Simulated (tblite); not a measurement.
AlCl3 (SMILES [Cl][Al]([Cl])[Cl]), singlet, at a GFN2-xTB geometry (such geometries of metal compounds can be far from the true shape); GFN1-xTB (tblite).

Here is a job for tblite.
```
$ tblite run mol.xyz --method gfn1 --charge 0 --spin 0 --json tblite.json --no-restart

# file mol.xyz
4

Al     0.00007163    -0.00003268    -0.01168397
Cl     0.01172470     2.02980854    -0.00262734
Cl     1.75194248    -1.02503148     0.01658624
Cl    -1.76372195    -1.00475207    -0.00502410
```

**Question.** What does tblite print? Leave out banner, timings and long lists.

**Answer.** 
```
xTB calculator
 | screened Coulomb repulsion
 | Coulomb electrostatics
 |  * isotropic Klopman-Ohno-Mataga-Nishimoto electrostatics
 |  * onsite third-order electrostatics
 | DFT-D3(BJ) dispersion correction

halogen bonding energy    0.0000000000000E+00 Eh
repulsion energy          4.0592630524437E-02 Eh
dispersion energy        -1.8281077556567E-03 Eh
number of electrons       2.4000000000000E+01 e
integral cutoff           4.0000000000000E+01 bohr

------------------------------------------------------------
  cycle        total energy    energy error   density error
------------------------------------------------------------
      1     -14.26230557510  -1.4301070E+01   4.3923593E-01
      2     -14.27179357771  -9.4880026E-03   2.4478258E-01
      3     -14.27147395346   3.1962426E-04   4.7634501E-02
      4     -14.27072118814   7.5276531E-04   5.1660258E-02
      5     -14.27285367546  -2.1324873E-03   3.4673695E-03
      6     -14.27286094558  -7.2701226E-06   1.3064222E-03
      7     -14.27286210577  -1.1601893E-06   6.3660755E-05
      8     -14.27286210903  -3.2534047E-09   2.1554256E-06
------------------------------------------------------------

electronic energy        -1.4311626631794E+01 Eh
total energy             -1.4272862109025E+01 Eh

Post processing:
 | Mayer-Wiberg bond orders

[Info] JSON dump of results written to 'tblite.json'
```
